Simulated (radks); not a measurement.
Spherical jellium clusters: N electrons in a uniform positive sphere of charge N and radius rs N^(1/3), rs = 4.93 bohr. Calculated with a radial shooting solver with Libxc functionals: non-relativistic Kohn-Sham, LDA (Slater exchange, Perdew-Wang correlation), spin-polarised, spherical densities. Levels are named by radial order and angular momentum (1s, 1p, 1d, 2s, ...), and open shells are averaged over m.

N = 37, configuration 1s2 1p6 1d10 2s2 1f14 2p(up 3, down 0). This is the lowest configuration that the search found. Occupied and some empty levels:

level    occupation  eigenvalue (eV)  <r> (bohr)
1s up             1          -4.1720       9.774
1s down           1          -4.0251       10.67
1p up             3          -3.8043       11.56
1p down           3          -3.7204       11.94
1d up             5          -3.3394       12.67
1d down           5          -3.2861       12.81
2s up             1          -3.1127       9.833
2s down           1          -2.8839       9.339
1f up             7          -2.7834       13.49
1f down           7          -2.7427       13.53
2p up             3          -2.3993       10.86
2p down           0          -2.1867       11.08
1g up             0          -2.1430       14.18
1g down           0          -2.1061       14.18
2d up             0          -1.6210       12.33
2d down           0          -1.4730       12.77
3s up             0          -1.4547       11.97
3s down           0          -1.3256       12.09

Energy (eV): total -70.0554, kinetic 44.067, external -2708.8, Hartree 1349.3, exchange-correlation -115.17, background 1360.6.

Electron density:

r (bohr)  n(r) (e/bohr^3)
1.81             0.002005
3.75             0.002129
5.69             0.002036
7.63             0.001864
9.58             0.001994
11.5             0.002309
13.5             0.002117
15.4             0.001190
17.3            0.0003751
19.3           0.00008101
21.2           0.00001430
23.2            2.311e-06
25.1            3.588e-07
